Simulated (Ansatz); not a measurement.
Mulliken charges of BGaH3N (`[BH]1[NH][GaH]1`) from ωB97M-V/def2-TZVPP in Ansatz (PBE0-D4/def2-TZVP geometry).

| atom | x (Å) | y (Å) | z (Å) | charge (e) |
| --- | --- | --- | --- | --- |
| B1 | -0.596 | -0.759 | -0.315 | 0.008 |
| N2 | 0.293 | 0.215 | -0.673 | -0.282 |
| Ga3 | 0.081 | 0.279 | 1.268 | 0.063 |
| H4 | -1.260 | -1.610 | -0.821 | 0.076 |
| H5 | 0.644 | 0.475 | -1.587 | 0.115 |
| H6 | 0.881 | 1.336 | 2.081 | 0.021 |

**Question.** By hand: the dipole of these point charges (1 e Å = 4.8032 D).

**Answer.** Σ q r = (-0.085, -0.089, 0.066) e Å, of length 0.140 e Å = 0.67 D.

**Question.** How does the dipole of the full density compare? (Estimate.)

**Answer.** Computed: (0.095, 0.106, -0.022) e Å, 0.69 D; the point charges give 0.97 times that, at 161° from its direction, so they point the opposite way.

Point charges leave out the atoms' own dipoles, such as those of lone pairs, and Mulliken's split depends on the basis, so the two needn't agree.
